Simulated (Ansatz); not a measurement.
Ansatz (a first-principles code) input (B3LYP/6-31G* with LANL2DZ past Ar): The .json file joins the Basis Set Exchange's 6-31G* for atoms up to Ar and LANL2DZ past it.

Ansatz 0.2 input:
```yaml
crystal:
  periodic: [false, false, false]
  atoms:
    - {symbol: Mo, position_ang: [-0.00000000, -0.00000000, -0.27518022]}
    - {symbol: O, position_ang: [0.00000000, 0.00000000, 1.44469616]}
basis:
  gaussian:
    orbitals: 6-31Gs+LANL2DZ.json
hamiltonian:
  xc: {name: B3LYP}
magnetization: {spin_polarized: true, initial_magnetization: 4}
phonons: {temperatures: {t_min: 298.15, t_max: 298.15, t_step: 100}}
```

Output:

```
Functional definition: B3LYP
integrals: 0.01 GiB planned
452 factors; integrals over basis functions are off by at most 2.1e-4 eV
mean field: 0.12 GiB planned
mean field evaluation 1: about -3873.7514 eV, gradient 4.1e1 eV
mean field evaluation 2: about -3744.5882 eV, gradient 1.3e2 eV
mean field evaluation 4: about -3880.8975 eV, gradient 1.5e1 eV
mean field evaluation 8: about -3882.0395 eV, gradient 8.8e-2 eV
mean field evaluation 16: about -3882.0554 eV, gradient 2.4e-4 eV
mean field evaluation 32: about -3880.9907 eV, gradient 8.8e-1 eV
mean field -3882.05536663 eV, -142.6629033719 hartree, gradient 7.1e-6 eV, S^2 6.037271; 3 other end points of the search recorded, 0 dependent functions left out
the calculation of the forces begins
reference -3882.05555821 eV, -142.6629104125 hartree; 13, 9 occupied and 24, 28 virtual orbitals, 452 factors
these checks for a lower state are left out or cut short: stability, starts, cluster_reference, orbital_swaps, neighbouring_geometries, increment
integrals: 0.01 GiB planned
452 factors; integrals over basis functions are off by at most 2.1e-4 eV
mean field: 0.12 GiB planned
mean field -3882.05536663 eV, -142.6629033719 hartree, gradient 1.1e-6 eV, S^2 6.037272; 0 other end points of the search recorded, 0 dependent functions left out
the calculation of the forces begins
reference -3882.05555821 eV, -142.6629104125 hartree; 13, 9 occupied and 24, 28 virtual orbitals, 452 factors
these checks for a lower state are left out or cut short: stability, starts, cluster_reference, orbital_swaps, neighbouring_geometries, increment
integrals: 0.01 GiB planned
452 factors; integrals over basis functions are off by at most 2.1e-4 eV
mean field: 0.12 GiB planned
mean field -3882.05536663 eV, -142.6629033719 hartree, gradient 1.1e-6 eV, S^2 6.037272; 0 other end points of the search recorded, 0 dependent functions left out
the calculation of the forces begins
reference -3882.05555821 eV, -142.6629104125 hartree; 13, 9 occupied and 24, 28 virtual orbitals, 452 factors
these checks for a lower state are left out or cut short: stability, starts, cluster_reference, orbital_swaps, neighbouring_geometries, increment
integrals: 0.01 GiB planned
452 factors; integrals over basis functions are off by at most 2.1e-4 eV
mean field: 0.12 GiB planned
mean field -3882.05536663 eV, -142.6629033719 hartree, gradient 1.3e-6 eV, S^2 6.037272; 0 other end points of the search recorded, 0 dependent functions left out
the calculation of the forces begins
reference -3882.05555821 eV, -142.6629104125 hartree; 13, 9 occupied and 24, 28 virtual orbitals, 452 factors
these checks for a lower state are left out or cut short: stability, starts, cluster_reference, orbital_swaps, neighbouring_geometries, increment
integrals: 0.01 GiB planned
452 factors; integrals over basis functions are off by at most 2.1e-4 eV
mean field: 0.12 GiB planned
mean field evaluation 64: about -3882.0554 eV, gradient 1.5e-4 eV
mean field -3882.05536663 eV, -142.6629033719 hartree, gradient 1.3e-6 eV, S^2 6.037272; 0 other end points of the search recorded, 0 dependent functions left out
the calculation of the forces begins
reference -3882.05555821 eV, -142.6629104125 hartree; 13, 9 occupied and 24, 28 virtual orbitals, 452 factors
these checks for a lower state are left out or cut short: stability, starts, cluster_reference, orbital_swaps, neighbouring_geometries, increment
integrals: 0.01 GiB planned
452 factors; integrals over basis functions are off by at most 2.1e-4 eV
mean field: 0.12 GiB planned
mean field -3882.05522288 eV, -142.6628980892 hartree, gradient 1.5e-6 eV, S^2 6.036502; 0 other end points of the search recorded, 0 dependent functions left out
the calculation of the forces begins
reference -3882.05541445 eV, -142.6629051293 hartree; 13, 9 occupied and 24, 28 virtual orbitals, 452 factors
these checks for a lower state are left out or cut short: stability, starts, cluster_reference, orbital_swaps, neighbouring_geometries, increment
integrals: 0.01 GiB planned
452 factors; integrals over basis functions are off by at most 2.0e-4 eV
mean field: 0.12 GiB planned
mean field -3882.05522432 eV, -142.6628981423 hartree, gradient 1.5e-6 eV, S^2 6.038061; 0 other end points of the search recorded, 0 dependent functions left out
the calculation of the forces begins
reference -3882.05541593 eV, -142.6629051838 hartree; 13, 9 occupied and 24, 28 virtual orbitals, 452 factors
these checks for a lower state are left out or cut short: stability, starts, cluster_reference, orbital_swaps, neighbouring_geometries, increment
integrals: 0.01 GiB planned
452 factors; integrals over basis functions are off by at most 2.1e-4 eV
mean field: 0.12 GiB planned
mean field -3882.05536663 eV, -142.6629033719 hartree, gradient 1.1e-6 eV, S^2 6.037272; 0 other end points of the search recorded, 0 dependent functions left out
the calculation of the forces begins
reference -3882.05555821 eV, -142.6629104125 hartree; 13, 9 occupied and 24, 28 virtual orbitals, 452 factors
these checks for a lower state are left out or cut short: stability, starts, cluster_reference, orbital_swaps, neighbouring_geometries, increment
integrals: 0.01 GiB planned
452 factors; integrals over basis functions are off by at most 2.1e-4 eV
mean field: 0.12 GiB planned
mean field -3882.05536663 eV, -142.6629033719 hartree, gradient 1.1e-6 eV, S^2 6.037272; 0 other end points of the search recorded, 0 dependent functions left out
the calculation of the forces begins
reference -3882.05555821 eV, -142.6629104125 hartree; 13, 9 occupied and 24, 28 virtual orbitals, 452 factors
these checks for a lower state are left out or cut short: stability, starts, cluster_reference, orbital_swaps, neighbouring_geometries, increment
integrals: 0.01 GiB planned
452 factors; integrals over basis functions are off by at most 2.1e-4 eV
mean field: 0.12 GiB planned
mean field evaluation 96: about -3882.0396 eV, gradient 8.0e-2 eV
mean field -3882.05536663 eV, -142.6629033719 hartree, gradient 1.3e-6 eV, S^2 6.037272; 0 other end points of the search recorded, 0 dependent functions left out
the calculation of the forces begins
reference -3882.05555821 eV, -142.6629104125 hartree; 13, 9 occupied and 24, 28 virtual orbitals, 452 factors
these checks for a lower state are left out or cut short: stability, starts, cluster_reference, orbital_swaps, neighbouring_geometries, increment
integrals: 0.01 GiB planned
452 factors; integrals over basis functions are off by at most 2.1e-4 eV
mean field: 0.12 GiB planned
mean field -3882.05536663 eV, -142.6629033719 hartree, gradient 1.3e-6 eV, S^2 6.037272; 0 other end points of the search recorded, 0 dependent functions left out
the calculation of the forces begins
reference -3882.05555821 eV, -142.6629104125 hartree; 13, 9 occupied and 24, 28 virtual orbitals, 452 factors
these checks for a lower state are left out or cut short: stability, starts, cluster_reference, orbital_swaps, neighbouring_geometries, increment
integrals: 0.01 GiB planned
452 factors; integrals over basis functions are off by at most 2.0e-4 eV
mean field: 0.12 GiB planned
mean field -3882.05522432 eV, -142.6628981423 hartree, gradient 1.5e-6 eV, S^2 6.038061; 0 other end points of the search recorded, 0 dependent functions left out
the calculation of the forces begins
reference -3882.05541593 eV, -142.6629051838 hartree; 13, 9 occupied and 24, 28 virtual orbitals, 452 factors
these checks for a lower state are left out or cut short: stability, starts, cluster_reference, orbital_swaps, neighbouring_geometries, increment
integrals: 0.01 GiB planned
452 factors; integrals over basis functions are off by at most 2.1e-4 eV
mean field: 0.12 GiB planned
mean field -3882.05522288 eV, -142.6628980892 hartree, gradient 1.5e-6 eV, S^2 6.036502; 0 other end points of the search recorded, 0 dependent functions left out
the calculation of the forces begins
reference -3882.05541445 eV, -142.6629051293 hartree; 13, 9 occupied and 24, 28 virtual orbitals, 452 factors
Total energy: -3882.05555821 eV, -142.6629104125 hartree
Atom 0 at    -0.000000    -0.000000    -0.275180 Å, force     0.000000    -0.000000    -0.000034 eV/Å
Atom 1 at     0.000000     0.000000     1.444696 Å, force    -0.000000     0.000000     0.000034 eV/Å
Dipole moment:     0.000000    -0.000000    -0.645184 e Å
Vibrations: 952.70 cm⁻¹, zero-point energy 0.059060 eV
```

The blocks after the first are displaced geometries, from whose forces the wavenumbers follow.
